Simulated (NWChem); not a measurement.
System: BH2SF; SMILES FBS

Here is an NWChem input.

```
start job
memory heap 200 mb stack 900 mb global 1100 mb
geometry units angstroms noautoz
  B     -0.521309    -0.593864     0.000000
  F      0.306758    -1.638921     0.000000
  H     -1.721153    -0.786487     0.000000
  S      0.204461     1.060535     0.000000
  H     -0.995355     1.702711     0.000000
end
basis spherical
  B library def2-svp
  F library def2-svp
  H library def2-svp
  S library def2-svp
end
dft
  xc pbe0
  iterations 150
  mulliken
end
task dft energy
```

Output (shortened):

```
             Northwest Computational Chemistry Package (NWChem) 7.3.0
             --------------------------------------------------------

 CS  symmetry detected

                             Geometry "geometry" -> ""
                             -------------------------

 Output coordinates in angstroms (scale by  1.889725989 to convert to a.u.)

  No.       Tag          Charge          X              Y              Z
 ---- ---------------- ---------- -------------- -------------- --------------
    1 B                    5.0000    -0.53906663    -0.60299119     0.00000000
    2 F                    9.0000     0.29663441    -1.64195359     0.00000000
    3 H                    1.0000    -1.73746725    -0.80439928     0.00000000
    4 S                   16.0000     0.17456349     1.05668052     0.00000000
    5 H                    1.0000    -1.02992500     1.69004923     0.00000000

 Effective nuclear repulsion energy (a.u.)      85.8983889099

      Symmetry information
      --------------------

 Group name             Cs
 Group number              2
 Group order               2
 No. of unique centers     5

                                 NWChem DFT Module
                                 -----------------

 Summary of "ao basis" -> "ao basis" (spherical)
 ------------------------------------------------------------------------------
       Tag                 Description            Shells   Functions and Types
 ---------------- ------------------------------  ------  ---------------------
 B                          def2-svp                 6       14   3s2p1d
 F                          def2-svp                 6       14   3s2p1d
 H                          def2-svp                 3        5   2s1p
 S                          def2-svp                 8       18   4s3p1d

      Symmetry analysis of basis
      --------------------------

        a'         41
        a"         15

            General Information
            -------------------
          SCF calculation type: DFT
          Wavefunction type:  closed shell.
          No. of atoms     :     5
          No. of electrons :    32
           Alpha electrons :    16
            Beta electrons :    16
          Charge           :     0
          Spin multiplicity:     1
          Use of symmetry is: on ; symmetry adaption is: on
          Maximum number of iterations: 150
          AO basis - number of functions:    56
                     number of shells:    26
          Convergence on energy requested:  1.00D-06
          Convergence on density requested:  1.00D-05
          Convergence on gradient requested:  5.00D-04

              XC Information
              --------------
                         PBE0 Method XC Functional
                     Hartree-Fock (Exact) Exchange  0.250
          PerdewBurkeErnzerhof Exchange Functional  0.750
            Perdew 1991 LDA Correlation Functional  1.000 local
           PerdewBurkeErnz. Correlation Functional  1.000 non-local

             Grid Information
             ----------------
          Grid used for XC integration:  medium
          Radial quadrature: Mura-Knowles
          Angular quadrature: Lebedev.
          Tag              B.-S. Rad. Rad. Pts. Rad. Cut. Ang. Pts.
          ---              ---------- --------- --------- ---------
          B                   0.85       49           8.0       434
          F                   0.50       49          10.0       434
          H                   0.35       45           8.0       434
          S                   1.00       88           8.0       590
          Grid pruning is: on
          Number of quadrature shells:   276
          Spatial weights used:  Erf1

      Superposition of Atomic Density Guess
      -------------------------------------

 Sum of atomic energies:        -522.14238250

      Non-variational initial energy
      ------------------------------

 Total energy =    -522.932575
 1-e energy   =    -892.283077
 2-e energy   =     283.452112
 HOMO         =      -0.341816
 LUMO         =       0.042736

      Symmetry analysis of molecular orbitals - initial
      -------------------------------------------------

  Numbering of irreducible representations:

     1 a'          2 a"

  Orbital symmetries:

     1 a'          2 a'          3 a'          4 a'          5 a'
     6 a'          7 a"          8 a'          9 a'         10 a'
    11 a'         12 a"         13 a'         14 a'         15 a'
    16 a"         17 a"         18 a'         19 a'         20 a'
    21 a'         22 a'         23 a'         24 a"         25 a'
    26 a'

     ---------------------------------------------
      Total Density - Mulliken Population Analysis
     ---------------------------------------------

    Atom       Charge   Shell Charges
 -----------   ------   -------------------------------------------------------
    1 B    5     4.44   1.99  0.83  0.20  1.06  0.25  0.12
    2 F    9     9.37   1.99  1.15  0.73  3.50  2.00  0.00
    3 H    1     1.08   0.71  0.36  0.01
    4 S   16    16.32   2.00  1.99  1.20  0.62  5.94  1.81  2.73  0.03
    5 H    1     0.79   0.57  0.19  0.03

   convergence    iter        energy       DeltaE   RMS-Dens  Diis-err
 ---------------- ----- ----------------- --------- --------- ---------
 d= 0,ls=0.0,diis     1   -523.6097704360 -6.10D+02  1.82D-02  4.59D-01
 d= 0,ls=0.0,diis     2   -523.5926527124  1.71D-02  9.49D-03  8.33D-01
 d= 0,ls=0.0,diis     3   -523.6702916288 -7.76D-02  1.67D-03  1.40D-02
 d= 0,ls=0.0,diis     4   -523.6712001958 -9.09D-04  7.97D-04  2.09D-03
 d= 0,ls=0.0,diis     5   -523.6714792676 -2.79D-04  2.16D-04  1.44D-04
  Resetting Diis
 d= 0,ls=0.0,diis     6   -523.6715024318 -2.32D-05  2.45D-05  2.04D-06
 d= 0,ls=0.0,diis     7   -523.6715027471 -3.15D-07  1.12D-05  1.63D-07
 d= 0,ls=0.0,diis     8   -523.6715027533 -6.19D-09  5.51D-06  1.18D-07

         Total DFT energy =     -523.671502753266
      One electron energy =     -894.001790521104
           Coulomb energy =      325.107538141538
    Exchange-Corr. energy =      -40.675639283563
 Nuclear repulsion energy =       85.898388909863

 Numeric. integr. density =       32.000000293824

                  Occupations of the irreducible representations
                  ----------------------------------------------

                     irrep           alpha         beta
                     --------     --------     --------
                     a'               13.0         13.0
                     a"                3.0          3.0

                       DFT Final Molecular Orbital Analysis
                       ------------------------------------

 Vector   14  Occ=2.000000D+00  E=-4.156652D-01  Symmetry=a'
              MO Center= -1.7D-02,  3.0D-01, -1.7D-15, r^2= 2.9D+00
   Bfn.  Coefficient  Atom+Function         Bfn.  Coefficient  Atom+Function
  ----- ------------  ---------------      ----- ------------  ---------------
    37      0.303440  4 S  s                 52     -0.288443  5 H  s
    41      0.277680  4 S  px                44      0.277861  4 S  px
    18      0.266942  2 F  px                36      0.257652  4 S  s
    19      0.240961  2 F  py                35     -0.182620  4 S  s
    21     -0.178772  2 F  px                22     -0.162280  2 F  py

 Vector   15  Occ=2.000000D+00  E=-3.359690D-01  Symmetry=a'
              MO Center= -2.9D-01,  1.3D-01,  2.5D-15, r^2= 3.0D+00
   Bfn.  Coefficient  Atom+Function         Bfn.  Coefficient  Atom+Function
  ----- ------------  ---------------      ----- ------------  ---------------
    44      0.294280  4 S  px                45      0.288516  4 S  py
    29      0.273489  3 H  s                 30      0.252476  3 H  s
     4      0.246528  1 B  px                41      0.243885  4 S  px
    42      0.228578  4 S  py                18     -0.216384  2 F  px
     5      0.194062  1 B  py                21      0.150496  2 F  px

 Vector   16  Occ=2.000000D+00  E=-3.025581D-01  Symmetry=a"
              MO Center=  8.7D-02,  8.1D-01, -1.2D-16, r^2= 1.8D+00
   Bfn.  Coefficient  Atom+Function         Bfn.  Coefficient  Atom+Function
  ----- ------------  ---------------      ----- ------------  ---------------
    46      0.597548  4 S  pz                43      0.429962  4 S  pz
    40      0.244921  4 S  pz                 6     -0.152449  1 B  pz
    20      0.145058  2 F  pz                23     -0.114359  2 F  pz
     9      0.083446  1 B  pz                11      0.032927  1 B  d -1
    50      0.027836  4 S  d  1

 Vector   17  Occ=0.000000D+00  E=-1.868177D-02  Symmetry=a"
              MO Center= -4.5D-01, -4.1D-01,  2.3D-14, r^2= 2.5D+00
   Bfn.  Coefficient  Atom+Function         Bfn.  Coefficient  Atom+Function
  ----- ------------  ---------------      ----- ------------  ---------------
     9     -0.596718  1 B  pz                 6      0.578276  1 B  pz
    46      0.410818  4 S  pz                20     -0.242665  2 F  pz
    23      0.241502  2 F  pz                43      0.183054  4 S  pz
    40      0.104755  4 S  pz                48      0.082452  4 S  d -1
    50     -0.027340  4 S  d  1              33     -0.025597  3 H  pz

 Vector   18  Occ=0.000000D+00  E= 2.115260D-02  Symmetry=a'
              MO Center= -6.1D-01,  1.3D+00, -6.8D-16, r^2= 3.0D+00
   Bfn.  Coefficient  Atom+Function         Bfn.  Coefficient  Atom+Function
  ----- ------------  ---------------      ----- ------------  ---------------
    53      1.225201  5 H  s                 37     -0.751559  4 S  s
    44      0.648620  4 S  px                45     -0.468603  4 S  py
    30      0.430354  3 H  s                  7      0.367115  1 B  px
    52      0.326618  5 H  s                  2     -0.228412  1 B  s
    41      0.195648  4 S  px                42     -0.172650  4 S  py

[...]
```

Level: PBE0/def2-SVP. All runs use the structure optimised with PBE-D3(BJ)/def2-SVP.
